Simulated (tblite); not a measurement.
Start geometry of `CCn1cpc(F)n1` from a force field or distance geometry (Å):
```
atom  x, y, z in Å
C1    -1.823   -0.570    0.375
C2    -1.028    0.198   -0.637
N3     0.411    0.253   -0.217
C4     0.853    1.259    0.524
P5     2.730    1.018    0.863
C6     2.492   -0.564   -0.224
F7     3.461   -1.482   -0.575
N8     1.257   -0.637   -0.580
H9    -1.849   -1.647    0.046
H10   -1.350   -0.546    1.393
H11   -2.898   -0.253    0.421
H12   -1.445    1.200   -0.716
H13   -1.062   -0.315   -1.610
H14    0.248    2.085    0.913
```

What comes out of this run: GFN2-xTB geometry optimisation, gas phase (tblite 0.8.0)?

```
atom  x, y, z in Å
C1    -1.7970   -0.6015    0.3874
C2    -1.0106    0.2489   -0.6064
N3     0.3895    0.2805   -0.2602
C4     0.9715    1.1763    0.5513
P5     2.6448    0.8621    0.8225
C6     2.3750   -0.5254   -0.2348
F7     3.3175   -1.3989   -0.5795
N8     1.1682   -0.6864   -0.7066
H9    -1.4031   -1.6144    0.3977
H10   -1.7229   -0.1866    1.3901
H11   -2.8437   -0.6348    0.0996
H12   -1.3889    1.2735   -0.6209
H13   -1.0868   -0.1811   -1.6072
H14    0.3856    1.9873    0.9448
```

The energy falls by 1.288 eV over 61 L-BFGS steps, the largest force on an atom goes from 4.09 to 0.008 eV/Å, and the atoms move by 0.273 Å rms after alignment. The bond that changes most is C4–P5 (ends: aromatic CH next to a ring nitrogen; phosphorus bonded to 2 C), which shortens by 0.199 Å. Bonds longer at the end by more than 0.005 Å: 4 of 14; shorter: 9. Among the angles that change most is N3–N8–C6, from 121.1° to 109.4°. Among the dihedrals that turn most is H10–C1–C2–H13, from 143° to 180°. Rotational constants go from 3036, 1162, 900.1 to 3317, 1234, 974.1 MHz. The orientation of the end geometry is arbitrary; only internal coordinates are fixed.

Its GFN2-xTB frequencies are all real (lowest 33 cm⁻¹). The numbers are those of one conformer. 2 starts were optimised and ended at 0.00 and 0.02 kcal/mol (GFN2-xTB); the lowest of these is shown.

The numbers are calculated, not measured.
